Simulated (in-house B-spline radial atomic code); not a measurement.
Eu²⁺. Computed with a B-spline radial atomic code. Model: non-relativistic spherical atom: semilocal Troullier-Martins pseudo-atom, one channel per l, against all electrons, high spin, G0W0 and RPA with empty states to l = 8, local potential for every l without a channel, a model core (radius 0 = none) keeps its share of the functional.

A spurious bound state in the pseudo-atom.

Without relativity these are model numbers for so heavy an element.

What the tables leave out is listed at the end.

The pseudopotential gives back the lowest level of each angular momentum of its own functional in the configuration it was made in; a second state of the same l is only approximately right. Exact exchange, RPA and GW see the smooth pseudo-orbitals and miss the exchange with the core, for which the functional's share stands in. The column with an uncorrelated core keeps all orbitals and exact exchange, and so separates missing core correlation from pseudisation. Only the three outermost levels and the lowest empty one were computed. RPA here is direct RPA, with no exchange kernel, and its energies carry an (l + 1/2)⁻⁴ tail. A hybrid on a potential with a model core restores only its own semilocal share of the core's exchange.

Command:
```bash
python run_psgw.py task.json out
```
Settings (lengths in bohr, energies in hartree):
```
Z                      63
electrons              61
configuration          [Xe] 4f7
generated_in           [Xe] 4f7
functional             pbe,pbe
core_shells            10
radius_factor          1.3
core_correction        False
```

Cost of the run: 57 s on 1 thread of Arm Neoverse N1, on a shared host.

Given: made with PBE; model core radius 0 bohr; local radius 2.097 bohr; mean-field start PBE.

Valence shells of the generating configuration: 5p, 4f.

Channel: s 3.4, p 1.867, d 2.566, f 2.576 (radii in bohr).

Computed: largest level miss in the spin-unpolarised generating configuration 0 eV; valence RPA correlation energy pseudo -1.1841 hartree; all-electron RPA polarisability, core included 7.6297 bohr³; pseudo-atom RPA polarisability 7.7375 bohr³.

```csv
level,occupied,mean-field all-electron (eV),mean-field pseudo minus all (eV),G0W0 all-electron (eV),G0W0 uncorrelated core minus all (eV),G0W0 pseudo minus all (eV),exchange self-energy all-electron (eV),exchange self-energy pseudo (eV)
4f up,1,-20.841,-1.858,-28.7,0.174,3.123,-62.236,-31.07
5p down,1,-34.778,1.344,-40.957,-0.501,2.121,-25.93,-17.244
```

(1) What is the valence RPA correlation energy all-electron orbitals?

Given: mean-field start PBE0.

Computed: valence RPA correlation energy all-electron orbitals -0.69766 hartree; all-electron RPA polarisability, core included 6.7884 bohr³; pseudo-atom RPA polarisability 7.3959 bohr³.

```
        level  occupied  mean-field all-electron (eV)  mean-field pseudo minus all (eV)  G0W0 all-electron (eV)  G0W0 uncorrelated core minus all (eV)  G0W0 pseudo minus all (eV)  exchange self-energy all-electron (eV)  exchange self-energy pseudo (eV)
        4f up         1                       -23.773                             0.018                 -29.115                                  0.113                       3.086                                 -62.799                            -30.94
      5p down         1                       -36.413                             1.708                 -40.975                                 -0.457                       1.955                                 -25.796                           -17.226
5d up (empty)         0                       -13.152                             -0.73                 -10.411                                  0.165                      -0.294                                 -7.6987                           -7.8142
```

(2) What is the valence RPA correlation energy pseudo?

Given: mean-field start Hartree-Fock.

Computed: valence RPA correlation energy all-electron orbitals -0.58468 hartree; valence RPA correlation energy pseudo -1.0334 hartree; all-electron RPA polarisability, core included 5.4997 bohr³.

| level | occupied | mean-field all-electron (eV) | mean-field pseudo minus all (eV) | G0W0 all-electron (eV) | G0W0 uncorrelated core minus all (eV) | G0W0 pseudo minus all (eV) | exchange self-energy all-electron (eV) | exchange self-energy pseudo (eV) |
| --- | --- | --- | --- | --- | --- | --- | --- | --- |
| 4f up | 1 | -32.046 | 5.531 | -29.84 | 0.015 | 2.383 | -64.259 | -30.632 |
| 5p down | 1 | -39.957 | 3.189 | -40.959 | -0.345 | 1.52 | -25.2 | -16.878 |

(3) What is the pseudo-atom RPA polarisability?

Results:

(1) -0.74848 hartree.

(2) -1.1432 hartree.

(3) 6.845 bohr³.

Among the listed levels the largest G0W0 shift of the pseudo-atom is +3.12 eV, for 4f up on the PBE start, while leaving the core uncorrelated moves that level by +0.17 eV.  Not in the tables (levels of low weight, unsolved or above zero; the highest and the empty levels are kept at any weight): on PBE the G0W0 levels 5p up (pseudo minus all +1.39 eV, weights 0.54 and 0.67); on PBE0 the G0W0 levels 5p up (pseudo minus all -0.73 eV, weights 0.42 and 0.73); on Hartree-Fock the G0W0 levels 5p up (pseudo minus all -1.47 eV, weights 0.50 and 0.95).
